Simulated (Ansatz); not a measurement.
Relaxation of C2H8AlClSi (13 atoms, charge 0, multiplicity 1), to a largest force component of 0.015 eV/Å in at most 40 steps.

Level of theory: RKS PBE0/def2-SVP (Ansatz 0.2.0).

```xyz
13
Properties=species:S:1:pos:R:3:forces:R:3
C -1.501 -0.834 0.192 -2.24 2.64 -0.59
Si 0.122 -0.063 0.560 0.12 -0.01 0.65
C 1.411 -1.015 -0.365 2.48 -0.13 1.92
Al 0.242 2.203 -0.142 -2.34 0.42 -0.79
Cl -1.621 3.073 -1.100 1.42 -0.56 0.66
H -2.332 -0.202 0.719 1.19 -1.22 -0.80
H -1.547 -1.847 0.509 -0.23 -1.34 0.28
H -1.700 -0.715 -0.918 0.09 -0.38 0.98
H 0.381 -0.117 2.049 0.09 -0.01 -0.14
H 1.255 -0.960 -1.419 -0.11 -0.10 -1.21
H 1.412 -2.076 -0.004 0.05 0.52 -0.42
H 2.458 -0.572 -0.110 -1.47 -0.77 -0.55
H 1.440 3.093 0.043 0.97 0.96 0.01
```

**Question.** Where does it end, and by what steps?

**Answer.** The run converged. After 4 steps the energy has fallen by 0.537 eV; H13 moved furthest, 0.22 Å.

```tsv
step	energy less start (eV)	largest force component (eV/Å)	accepted
0	0.0000	2.641	yes
1	-0.4928	0.808	yes
2	-0.5318	0.186	yes
3	-0.5364	0.035	yes
4	-0.5371	0.014	yes
```

```xyz
13
Properties=species:S:1:pos:R:3
C -1.575 -0.812 0.187
Si 0.126 -0.067 0.534
C 1.486 -1.057 -0.337
Al 0.198 2.297 -0.135
Cl -1.538 3.126 -1.035
H -2.365 -0.262 0.720
H -1.616 -1.866 0.504
H -1.807 -0.767 -0.889
H 0.393 -0.128 2.013
H 1.349 -1.051 -1.430
H 1.469 -2.107 -0.001
H 2.484 -0.649 -0.116
H 1.417 3.309 0.000
```

Whether the end is a true minimum wasn't checked by a vibrational analysis.

The run took 19 s on 2 threads of Intel(R) Xeon(R) Platinum 8488C (Sapphire Rapids), on a shared host, peak memory 0.32 GiB.
